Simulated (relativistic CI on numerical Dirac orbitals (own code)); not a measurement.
Ligand-field terms of d6

Computed with a parametric ligand-field model of a d^n configuration (Racah B and C, spin-orbit zeta, crystal field), exact diagonalisation.

Field parameters in Wybourne normalisation: D3d B²₀ = −7Dσ, B⁴₀ = −14Dq − 21Dτ, B⁴₃ = −14√(10/7) Dq; D4h B²₀ = −7Ds, B⁴₀ = 21(Dq − Dt), B⁴₄ = 21√(5/14) Dq; Oh B⁴₀ = 21Dq, B⁴₄ = √(5/14) B⁴₀. The field is a parameter set, without covalency.

Question: A d6 ion in Oh symmetry has the ground term 1A1 and bands at 5T2 2771 cm⁻¹, 3T1 3491 cm⁻¹ (2865 nm), 3T2 5584 cm⁻¹ (1791 nm), 1T1 6490 cm⁻¹ (1541 nm), 1T2 10666 cm⁻¹ (938 nm), 1E 13629 cm⁻¹ (734 nm), 1T2 13853 cm⁻¹ (722 nm). Which parameters reproduce them?

Answer: B = 370, C = 1350, ζ = 0 cm⁻¹, Oh, 10Dq = 7250 cm⁻¹.

Question: Ground term and bands for B = 440, C = 1660, ζ = 0 cm⁻¹, D4h, 10Dq = 14500, Ds = 670, Dt = 240 cm⁻¹?

Answer: Ground term 1A1 with 0.04 electrons in the two orbitals of the cubic e set. Spin-allowed: 1E 11027 cm⁻¹ (907 nm), 1A2 13422 cm⁻¹ (745 nm), 1B2 15530 cm⁻¹ (644 nm), 1E 19077 cm⁻¹ (524 nm). Lowest spin-forbidden: 3E 7213 cm⁻¹ (1386 nm), 3B2 8970 cm⁻¹ (1115 nm), 3A2 9845 cm⁻¹ (1016 nm).

Question: Ground term and bands for B = 520, C = 1900, ζ = 0 cm⁻¹, D3d, 10Dq = 25800, Dσ = -1200, Dτ = -60 cm⁻¹?

Answer: Ground term 1A1 with 0.03 electrons in the two orbitals of the cubic e set. Spin-allowed: 1E 23265 cm⁻¹ (430 nm), 1A2 25506 cm⁻¹ (392 nm), 1E 31770 cm⁻¹ (315 nm), 1A1 32201 cm⁻¹ (311 nm). Lowest spin-forbidden: 3E 19019 cm⁻¹ (526 nm), 3A2 21440 cm⁻¹ (466 nm), 3E 24038 cm⁻¹ (416 nm).

Question: Ground term and bands for B = 700, C = 3010, ζ = 0 cm⁻¹, D3d, 10Dq = 26450, Dσ = -370, Dτ = 340 cm⁻¹?

Answer: Ground term 1A1 with 0.04 electrons in the two orbitals of the cubic e set. Spin-allowed: 1A2 25286 cm⁻¹ (395 nm), 1E 25951 cm⁻¹ (385 nm), 1A1 34062 cm⁻¹ (294 nm), 1E 36022 cm⁻¹ (278 nm). Lowest spin-forbidden: 3A2 18865 cm⁻¹ (530 nm), 3E 19408 cm⁻¹ (515 nm), 3A1 23169 cm⁻¹ (432 nm).

Question: Ground term and bands for B = 470, C = 1930, ζ = 0 cm⁻¹, Oh, 10Dq = 21850 cm⁻¹?

Answer: Ground term 1A1 with 0.02 electrons in the two orbitals of the cubic e set. Spin-allowed: 1T1 20466 cm⁻¹ (489 nm), 1T2 27073 cm⁻¹ (369 nm), 1T2 41771 cm⁻¹ (239 nm), 1E 42015 cm⁻¹ (238 nm). Lowest spin-forbidden: 3T1 16367 cm⁻¹ (611 nm), 3T2 19650 cm⁻¹ (509 nm), 5T2 26727 cm⁻¹ (374 nm).
